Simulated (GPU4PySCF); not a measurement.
C₂₄H₁₀N₂O₄, SMILES c1cc2c3c4c(c5c6c7c(C(=O)NC(=O)c7ccc6c41)cc5)ccc3C(NC2=O)=O.

Geometry optimised at ωB97M-D3(BJ)/def2-SVP.

Two levels are set side by side: PBE/def2-SVP (GPU4PySCF) and CAM-B3LYP/def2-SVP (GPU4PySCF). Same geometry, gas phase. Differences are taken from unrounded values.

```csv
quantity,PBE
orbital gap (eV),1.65
highest occupied level (eV),-5.76
lowest empty level (eV),-4.11
mean polarisability (bohr³),348.2
```

Question: These are the PBE values. What does CAM-B3LYP give? (The exact figures need the calculation; the answer reports its results.)

Answer: 
| quantity | CAM-B3LYP | PBE minus CAM-B3LYP |
|---|---|---|
| orbital gap (eV) | 4.74 | -3.10 |
| highest occupied level (eV) | -7.44 | 1.68 |
| lowest empty level (eV) | -2.69 | -1.42 |
| mean polarisability (bohr³) | 316.9 | 31.3 |

Without exact exchange PBE keeps part of each electron's self-repulsion, which lifts occupied levels and narrows the gap. Loosely held outer electrons make PBE densities more polarisable. Differences between two approximate levels are no errors against the true value.
